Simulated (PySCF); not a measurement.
Two species compared at the same levels of theory.

First species: C10H6.
Cartesian coordinates in Å at the GFN2-xTB level; atoms count from 1:
```xyz
16
C10H6 angstrom
C      1.9389    2.0474    1.5909
C      1.5931    0.9850    1.1434
C      1.3497   -0.3196    0.6982
C      0.2871   -0.7620   -0.0143
C      0.2532   -2.1381   -0.3549
C      0.2349   -3.3049   -0.6391
C     -0.8434    0.0501   -0.4724
C     -1.8548   -0.4790   -1.1767
C     -0.8692    1.4349   -0.1633
C     -0.9957    2.6111    0.0393
H      2.1774    3.0027    1.9518
H      2.1171   -1.0368    0.9710
H      0.2159   -4.3236   -0.8891
H     -2.6798    0.1281   -1.5073
H     -1.8753   -1.5242   -1.4336
H     -1.0567    3.6378    0.2447
```

Second species: C6H10Si.
SMILES: `C=C(C)[SiH2]C1C=C1`

Levels: B3LYP/def2-SVPD for dipole moment, HOMO energy, LUMO energy, HOMO–LUMO gap, static isotropic polarisability and electronic spatial extent ⟨r²⟩ about the centre of nuclear charge; TDDFT B3LYP/def2-SVPD for lowest singlet excitation; TDA B3LYP/def2-SVPD for lowest triplet excitation (Tamm–Dancoff); GFN2-xTB for rotational constant A and rotational constant C. Geometries: GFN2-xTB. All species are isolated and taken at one optimised geometry, non-relativistic unless stated. Electronic properties by PySCF.

The conformers computed, where there is a choice (atom-mapped SMILES and torsion angles):
- `[CH:1]#[C:2]/[CH:3]=[C:4](/[C:5]#[CH:6])[C:7](=[CH2:8])[C:9]#[CH:10]`: C3–C4–C7–C8 180°
- `[CH2:1]=[C:2]([CH3:3])[SiH2:4][CH:5]1[CH:6]=[CH:7]1`: C1–C2–Si4–C5 -8°, C2–Si4–C5–C6 98°

Values for the first species:

| Item | Value |
| --- | --- |
| Dipole moment | 0.20 D |
| HOMO energy | -6.37 eV |
| LUMO energy | -2.28 eV |
| HOMO–LUMO gap | 4.09 eV |
| Lowest singlet excitation | 3.90 eV |
| Lowest triplet excitation (Tamm–Dancoff) | 2.32 eV |
| Static isotropic polarisability | 126.3 au |
| Electronic spatial extent ⟨r²⟩ about the centre of nuclear charge | 1483 bohr² |
| Rotational constant A | 2.084 GHz |
| Rotational constant C | 0.734 GHz |

Problem. Estimate the same properties for the second species, and the change in each.

Solution. 
```tsv
property	first	second	second less first
dipole moment	0.20 D	0.68 D	+0.48 D
HOMO energy	-6.37 eV	-6.62 eV	-0.25 eV
LUMO energy	-2.28 eV	-0.56 eV	+1.72 eV
HOMO–LUMO gap	4.09 eV	6.06 eV	+1.97 eV
lowest singlet excitation	3.90 eV	5.33 eV	+1.43 eV
lowest triplet excitation (Tamm–Dancoff)	2.32 eV	3.68 eV	+1.36 eV
static isotropic polarisability	126.3 au	95.5 au	-30.8 au
electronic spatial extent ⟨r²⟩ about the centre of nuclear charge	1483 bohr²	1185 bohr²	-298 bohr²
rotational constant A	2.084 GHz	5.204 GHz	+3.120 GHz
rotational constant C	0.734 GHz	1.018 GHz	+0.284 GHz
```

On the first: The principal polarisabilities are 63.8, 117.6 and 197.5 au; their mean is the isotropic value. No computed singlet falls in the visible range (750 to 380 nm, 1.65 to 3.26 eV); S1 lies 0.64 eV above its blue end.

On the second: The 8 singlets span 5.33 to 6.80 eV, and their oscillator strengths add up to 0.10. The vertical singlet–triplet gap S1 − T1 is 1.65 eV (TDDFT singlet less Tamm–Dancoff triplet; S1: HOMO→LUMO, weight 0.95; T1: HOMO→LUMO, weight 0.92).
